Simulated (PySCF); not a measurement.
Al(H)(F)(Et) (C2H6AlF), SMILES C[CH2][AlH][F].

Geometry optimised at PBE-D3(BJ)/def2-SVP. Other conformers were not sampled.

These are TDA-LC-ωPBE/def2-SVPD run with PySCF values and carry that method's errors.

Vertical excitations.  State labels are in the subgroup Cs.

Computed lowest excited states:
```tsv
state	symmetry	energy (eV)	λ (nm)	f	main pairs
S1	A"	5.92	209	0.001	HOMO→LUMO 94 %
S2	A'	7.48	166	0.116	HOMO→LUMO+1 77 %, HOMO→LUMO+3 16 %
S3	A'	7.92	156	0.008	HOMO→LUMO+2 83 %
S4	A"	8.30	149	0.131	HOMO−2→LUMO 90 %
S5	A'	8.91	139	0.035	HOMO−1→LUMO 73 %, HOMO→LUMO+3 14 %
S6	A'	9.06	137	0.336	HOMO→LUMO+3 56 %, HOMO−1→LUMO 19 %, HOMO→LUMO+1 12 %
S7	A"	9.30	133	0.010	HOMO−3→LUMO 59 %, HOMO−5→LUMO 29 %
S8	A"	9.40	132	0.001	HOMO−1→LUMO+1 60 %, HOMO−1→LUMO+2 16 %, HOMO−1→LUMO+3 10 %
S9	A'	9.41	132	0.011	HOMO→LUMO+4 68 %
S10	A'	9.62	129	0.230	HOMO→LUMO+5 48 %, HOMO−2→LUMO+2 25 %, HOMO−4→LUMO 8 %
T1	A"	5.41	229	0	HOMO→LUMO 90 %
T2	A'	6.59	188	0	HOMO→LUMO+1 52 %, HOMO→LUMO+3 33 %
T3	A"	7.02	177	0	HOMO−2→LUMO 79 %
T4	A'	7.41	167	0	HOMO→LUMO+2 72 %
```
Triplets are in the Tamm–Dancoff approximation.
